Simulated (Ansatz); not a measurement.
Molecule: sum formula H₅BSiO₃, charge 0, multiplicity 1. 
Coordinates optimised at B3LYP-D3(BJ)/def2-TZVP (Ansatz, a quantum-chemistry and plane-wave program):
SMILES: OB(O[SiH3])O
```xyz
10

O     -0.9525     0.5204     1.2832
B     -0.8436    -0.3860     0.2505
O     -1.7688    -1.3534    -0.0438
O      0.2609    -0.3214    -0.5386
Si     1.5870     0.6615    -0.5390
H     -1.7397     0.4585     1.8291
H     -2.5412    -1.3823     0.5251
H      1.1905     2.0735    -0.7389
H      2.4408     0.2216    -1.6614
H      2.3325     0.5333     0.7334
```
Charge 0, spin multiplicity 1.

Dipole moments at this geometry, in debye (magnitudes).

```json
[
 {"level": "BLYP/def2-TZVPD", "program": "Ansatz", "dipole (D)": "2.71"},
 {"level": "B97M-V/def2-TZVPD", "program": "Ansatz", "dipole (D)": "2.80"},
 {"level": "B3LYP/def2-TZVPD", "program": "Ansatz", "dipole (D)": "2.76"},
 {"level": "PBE0/def2-TZVPD", "program": "Ansatz", "dipole (D)": "2.77"},
 {"level": "BHLYP/def2-TZVPD", "program": "Ansatz", "dipole (D)": "2.82"},
 {"level": "r2SCANh/def2-TZVPD", "program": "Ansatz", "dipole (D)": "2.79"},
 {"level": "r2SCAN0/def2-TZVPD", "program": "Ansatz", "dipole (D)": "?"},
 {"level": "HSE06/def2-TZVPD", "program": "Ansatz", "dipole (D)": "2.77"},
 {"level": "CAM-B3LYP/def2-TZVPD", "program": "Ansatz", "dipole (D)": "2.80"},
 {"level": "LC-wPBE/def2-TZVPD", "program": "Ansatz", "dipole (D)": "2.84"},
 {"level": "wB97M-V/def2-TZVPD", "program": "Ansatz", "dipole (D)": "2.81"},
 {"level": "wB97X-V/def2-TZVPD", "program": "Ansatz", "dipole (D)": "2.79"},
 {"level": "CCSD(T)/aug-cc-pV(D+d)Z", "program": "Ansatz", "dipole (D)": "?"}
]
```

Q: Fill in the missing entries.

A: 
- r2SCAN0/def2-TZVPD, dipole (D): 2.81
- CCSD(T)/aug-cc-pV(D+d)Z, dipole (D): 2.75
